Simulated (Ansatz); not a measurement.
Zn8H26S8. Charge 0, multiplicity 1. Geometry PBE-D4/def2-SVP, loosely relaxed, basis def2-SVP, Ansatz.

```tsv
atom	x (Å)	y (Å)	z (Å)
S1	-2.873	-0.887	-2.421
Zn2	-4.142	1.115	-2.794
S3	-4.772	1.919	-0.587
S4	0.166	-2.756	-1.839
Zn5	-2.898	-0.987	-0.008
S6	-1.481	0.953	0.088
Zn7	-0.264	3.391	0.109
S8	1.923	0.230	-1.428
Zn9	-0.670	-2.643	0.440
S10	0.730	-1.218	1.742
Zn11	-0.446	1.010	2.351
S12	1.442	2.309	1.564
Zn13	1.958	2.655	-1.385
Zn14	1.204	-3.633	2.043
S15	4.025	-1.212	2.017
Zn16	4.222	1.709	1.786
H17	-3.811	-1.792	-2.822
H18	-0.896	-2.046	-2.379
H19	-2.412	2.468	-3.058
H20	-4.824	1.553	-4.125
H21	-6.102	1.674	-0.777
H22	-4.529	0.587	0.076
H23	2.408	-3.796	-0.008
H24	0.994	-1.599	-1.766
H25	-4.330	-0.537	0.622
H26	-0.359	0.474	-0.540
H27	-1.232	4.469	0.681
H28	3.172	0.137	-0.846
H29	-2.154	2.204	-2.371
H30	-0.116	-4.157	1.076
H31	-2.315	-2.494	0.531
H32	1.355	-0.775	0.574
H33	-1.276	0.974	3.668
H34	1.665	1.330	0.610
H35	0.290	3.011	-1.441
H36	3.207	3.544	-1.644
H37	2.865	-3.308	0.391
H38	2.139	-4.258	3.108
H39	5.388	-1.279	2.073
H40	3.881	-1.862	3.210
H41	4.557	2.244	3.219
H42	4.310	1.280	0.260
```

```json
{"run": "A", "HOMO (eV)": "-5.83", "LUMO (eV)": "-2.14"}
{"run": "B", "HOMO (eV)": "-7.08", "LUMO (eV)": "-0.93"}
{"run": "C", "HOMO (eV)": "-5.74", "LUMO (eV)": "-1.89"}
{"run": "D", "HOMO (eV)": "-6.89", "LUMO (eV)": "-1.06"}
```

Single mean-field runs in def2-SVP are fitted with def2-universal-jkfit. In the singlet geometry the species has come apart into loosely held pieces. In the singlet, H23 and H37 lie 0.78 Å apart, H19 and H29 lie 0.78 Å apart, H22 and H25 lie 1.27 Å apart (atoms count from 1), so H2 has formed as a molecule.

Problem. The runs used LDA (SPW92), PBE, PBE0, r2SCAN0. Estimate which is which.

Solution. A LDA (SPW92) (0 % exact exchange); B r2SCAN0 (25 % exact exchange); C PBE (0 % exact exchange); D PBE0 (25 % exact exchange). Exact exchange lowers occupied and raises empty levels; among semilocal functionals meta-GGAs tend to open the gap a little, and such runs are hard to tell apart. The gap grows from 3.69 eV (LDA (SPW92)) to 6.15 eV (r2SCAN0). The geometry of the charge 0 singlet is only loosely relaxed.
